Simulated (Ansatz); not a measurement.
One change: `CNC=O` becomes `O=CN[SiH3]`.

Ansatz, PBE0-D4/def2-TZVP geometries, multiplicity 1. Each molecule was computed in one conformer, which needn't be the lowest.

```tsv
property	`CNC=O`
HOMO energy (B3LYP/def2-TZVPP) / eV	-7.23
HOMO energy (ωB97M-V/def2-TZVPP) / eV	-9.81
ideal-gas entropy at 298 K and 1 bar (rigid rotor, harmonic PBE0-D4/def2-TZVP) / J/(mol·K)	294
size of the dipole moment (ωB97M-V/def2-TZVPP) / D	3.93
LUMO energy (ωB97M-V/def2-TZVPP) / eV	2.32
HOMO–LUMO gap (B3LYP/def2-TZVPP) / eV	7.66
```

(1) What does the change do to each property? (Estimate.)

## Answers

(1) Ansatz gave: 
```tsv
property	`O=CN[SiH3]`	shift
HOMO energy (B3LYP/def2-TZVPP) / eV	-7.63	-0.40
HOMO energy (ωB97M-V/def2-TZVPP) / eV	-10.31	-0.50
ideal-gas entropy at 298 K and 1 bar (rigid rotor, harmonic PBE0-D4/def2-TZVP) / J/(mol·K)	305	11
size of the dipole moment (ωB97M-V/def2-TZVPP) / D	3.44	-0.49
LUMO energy (ωB97M-V/def2-TZVPP) / eV	1.85	-0.47
HOMO–LUMO gap (B3LYP/def2-TZVPP) / eV	7.36	-0.30
```

With PBE0 the HOMO falls by 0.39 eV and the LUMO falls by 0.71 eV, so the gap narrows by about 0.32 eV. PBE moves the HOMO by -0.42 eV and ωB97M-V by -0.50 eV. Dipoles are sizes alone; their direction can turn.

B3LYP here is the variant with VWN-RPA as its local correlation; programs differ in this.
